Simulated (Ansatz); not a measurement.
SnHMe2I (C2H7ISn). Charge 0, multiplicity 1. Geometry r2SCAN-D4/def2-SVP; atoms count from 1.

Cartesian coordinates in Å:
```
Sn 0.457 0.454 0.379
H 2.125 0.804 0.600
C -0.061 -1.522 1.054
H 0.485 -2.273 0.463
H -1.142 -1.678 0.931
H 0.202 -1.632 2.115
C -0.207 0.862 -1.627
H 0.009 1.908 -1.883
H -1.291 0.690 -1.693
H 0.312 0.198 -2.334
I -0.888 2.190 1.996
```

In the def2 sets I, Sn take a core potential; there is no spin–orbit coupling.

Q: Estimate the Mulliken populations from the PBE0/def2-TZVP orbitals of Ansatz.

A: 
| atom | charge (e) |
| --- | --- |
| Sn1 | 0.70 |
| H2 | -0.04 |
| C3 | -0.62 |
| H4 | 0.15 |
| H5 | 0.16 |
| H6 | 0.16 |
| C7 | -0.62 |
| H8 | 0.16 |
| H9 | 0.16 |
| H10 | 0.15 |
| I11 | -0.34 |
Mulliken values depend strongly on the basis.

Q: And the Mayer bond orders between heavy atoms (over 0.3)?

A: Sn1–C3 0.91 (2.15 Å); Sn1–C7 0.91 (2.15 Å); Sn1–I11 0.95 (2.73 Å).
